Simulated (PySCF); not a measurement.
Excitations are Tamm–Dancoff values on a coarser integration grid. The basis has no diffuse functions, so Rydberg states are missing or too high.

Z-matrix (Å, degrees):
```
Al
C 1 1.9618
H 2 1.0927 1 112.90
H 2 1.0934 3 108.18 1 124.91
H 2 1.0964 3 106.76 4 114.07
C 1 1.9619 2 119.96 3 -22.09
H 6 1.0926 1 112.95 2 -155.46
H 6 1.0934 7 108.18 1 -124.90
H 6 1.0964 7 106.73 8 -114.09
C 1 1.9620 2 119.59 3 156.94
H 10 1.0928 1 112.85 2 153.44
H 10 1.0933 11 108.18 1 124.97
H 10 1.0964 11 106.66 12 114.12
```
Charge 0, multiplicity 1.

### Question
Estimate the total energy, HOMO–LUMO gap, S1 excitation (TDA), T1 excitation (TDA), brightest of the four lowest singlets (TDA), LUMO, dipole moment and HOMO that PySCF 2.14.0 with TPSSh-D3(BJ)/def2-TZVP // B3LYP-D3(BJ)/def2-TZVP returns for this input.

### Answer

```json
{
  "total_energy": "-9857.96 eV",
  "HOMO–LUMO gap": "6.19 eV",
  "S1 excitation (TDA)": "5.59 eV",
  "T1 excitation (TDA)": "5.29 eV",
  "brightest of the four lowest singlets (TDA)": "6.62 eV",
  "LUMO": "-0.67 eV",
  "dipole_moment": "0.00 D",
  "HOMO": "-6.87 eV"
}
```
